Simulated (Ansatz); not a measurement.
Hf(OH)3 (H3HfO3), SMILES [OH][Hf]([OH])[OH] (connectivity only; charge and spin as stated), neutral, multiplicity 2.

Geometry optimised at PBE0-D3(BJ)/def2-SVP. The spin state was assumed, not searched. The isomer is the one that the SMILES or the coordinates give; other isomers of the formula were not compared. The def2 effective core potentials stand for the cores of Hf; spin–orbit coupling is left out. One conformer was computed; it need not be the lowest.

Two levels are set side by side: PBE/def2-SVPD (Ansatz, a first-principles code) and PBE0/def2-SVPD (Ansatz). Energy differences of separate SCF runs at the same geometry; the states with an electron removed or added have multiplicity 1 and 1. Differences are taken from unrounded values.

```csv
quantity,PBE
vertical ionisation energy (eV),6.59
```

Question: These are the PBE values. What does PBE0 give? (Estimate from the structure and the level; the computed values follow.)

Answer: 
```
quantity                         PBE0  PBE minus PBE0
-------------------------------  ----  --------------
vertical ionisation energy (eV)  6.66           -0.07
```

Here PBE gives about what the other level gives.
